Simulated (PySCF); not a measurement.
# Correlation energy of Co (cobalt, neutral)

[Ar] 3d7 4s2, high-spin 4F determinant. Calculation: PySCF 2.14, in x2c-TZVPPall with one added diffuse shell each of s, p, d, f type (7s6p5d3f1g, 80 functions); scalar relativity by spin-free X2C-1e. Frozen: [Ne]; 17 electrons correlated.

```tsv
level	correlation energy (mhartree)
CCSD	-571.57
(T)	-15.88
CCSD(T)	-587.45
```

Diagnostics: T1 = 0.019, D1 = 0.0709, largest double amplitude 0.065.

Cost of the coupled-cluster step: about 30 core-seconds, for 17 correlated electrons.

This basis was not built for core-valence correlation, so the inner-shell part is incomplete.
